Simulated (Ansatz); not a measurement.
Consider the hydrogenolysis of a Ga–O bond: `[SiH3][GaH][O][SbH2]` + H₂ → `[SiH3][GaH2]` + `[OH][SbH2]`.

Program: Ansatz. Geometries: PBE0-D4/def2-TZVP. ΔE: electronic, gas phase. CCSD(T)/CBS adds triple-zeta CCSD(T) − MP2 to the extrapolated MP2 energy (def2 sets, frozen cores). This one scheme is used for every species. DFT in def2-TZVPP. Elements past krypton have def2 core potentials. For Ga, Sb outer-core shells are correlated without core-valence functions, which leaves a few kJ/mol of doubt a bond. Scalar relativity is left out up to krypton. Each species was taken in one conformer, which may not be the lowest.

`[SiH3][GaH][O][SbH2]`:

Z-matrix (Å, degrees):
```
Si
Ga 1 2.416
H 1 1.489 2 110.6
H 1 1.488 2 111.1 3 120.3
H 1 1.489 2 110.5 3 -119.5
O 2 1.792 1 117.1 3 -171.5
Sb 2 3.393 1 90.9 3 -171.0
H 2 1.568 1 130.2 3 9.1
H 7 1.727 2 75.3 1 -25.2
H 7 1.724 2 86.3 1 65.0
```

H₂:

Cartesian coordinates in Å:
```
H -0.240 0.275 0.079
H 0.240 -0.275 -0.079
```

`[SiH3][GaH2]`:

```xyz
7

Si   -0.800   -0.645    0.125
Ga    1.090    0.829   -0.166
H    -1.002   -1.000    1.558
H    -0.676   -1.908   -0.652
H    -2.035    0.053   -0.339
H     1.337    2.009    0.845
H     2.087    0.662   -1.371
```

`[OH][SbH2]`:

```xyz
5

O     0.815    0.463   -0.763
Sb   -0.823    0.000    0.236
H     0.607    1.107   -1.443
H    -0.524   -1.686    0.198
H    -0.074    0.116    1.772
```

```
               species  B97M-V energy (Eh)
`[SiH3][GaH][O][SbH2]`         -2533.02713
                    H₂            -1.17250
        `[SiH3][GaH2]`         -2216.89219
          `[OH][SbH2]`          -317.28481
```

Problem. Work out ΔE.

Solution. ΔE = (-2216.89219) + (-317.28481) − (-2533.02713) − (-1.17250) = 0.02263 Eh = +59.4 kJ/mol. CCSD(T)/CBS gives +71.8 kJ/mol.

Largest T1 diagnostic among the species: 0.016.

In def2-TZVPP, CCSD(T) changes the Hartree–Fock value by +28.0 kJ/mol (the triples alone add +7.3 kJ/mol) and MP2 by +37.7 kJ/mol. The D4 term adds +16.7 kJ/mol with B3LYP and +9.3 kJ/mol with PBE0; it sums over pairs of atoms, weighted by their polarisabilities, and B3LYP, whose exchange is more repulsive, gets the larger term. From r2SCAN to r2SCAN0 (25 % exact exchange), in def2-TZVPP and without D4, ΔE moves by −6.7 kJ/mol.

B3LYP here is the variant with VWN-RPA as its local correlation; programs differ in this.
